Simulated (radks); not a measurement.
The numbers below are computed, except where a source is named.
Q: A nucleus of charge 81.3 with 79 electrons, 79 electrons, occupied as [Xe] 4f14 5d10 6s1. Code: a radial shooting solver on a logarithmic mesh with Libxc functionals. Model: Dirac Kohn-Sham, PBE, spin-unpolarised, spherical densities, finite nucleus; Fermi nuclear charge, rms radius 5.4759 fm. Some entries of the table are withheld. Estimate them.

orbital  occ.  eigenvalue (eV)  <r> (bohr)
1s1/2       2        -86194.25     0.01624
2s1/2       2        -15373.00     0.06773
2p1/2       2        -14765.27     0.05558
2p3/2       4        -12663.33     0.06442
3s1/2       2        -3691.271      0.1761
3p1/2       2        -3415.788         (1)
3p3/2       4        -2947.997         (2)
3d3/2       4        -2491.808      0.1587
3d5/2       6        -2391.999      0.1636
4s1/2       2        -843.6189      0.3893
4p1/2       2        -724.5037         (3)
4p3/2       4        -610.5440         (4)
4d3/2       4        -415.7453         (5)
4d5/2       6        -394.4770         (6)
5s1/2       2        -155.3581      0.8711
4f5/2       6              (7)      0.4603
4f7/2       8              (8)      0.4667
5p1/2       2        -115.1692         (9)
5p3/2       4         -94.3433        (10)
5d3/2       4         -39.2676        (11)
5d5/2       6         -36.8943        (12)
6s1/2       1         -28.8386       2.217

A: 
(1) 3p1/2 <r> (bohr): 0.1665
(2) 3p3/2 <r> (bohr): 0.1826
(3) 4p1/2 <r> (bohr): 0.3907
(4) 4p3/2 <r> (bohr): 0.4251
(5) 4d3/2 <r> (bohr): 0.4307
(6) 4d5/2 <r> (bohr): 0.4418
(7) 4f5/2 eigenvalue (eV): -142.8300
(8) 4f7/2 eigenvalue (eV): -138.1038
(9) 5p1/2 <r> (bohr): 0.9329
(10) 5p3/2 <r> (bohr): 1.026
(11) 5d3/2 <r> (bohr): 1.308
(12) 5d5/2 <r> (bohr): 1.354
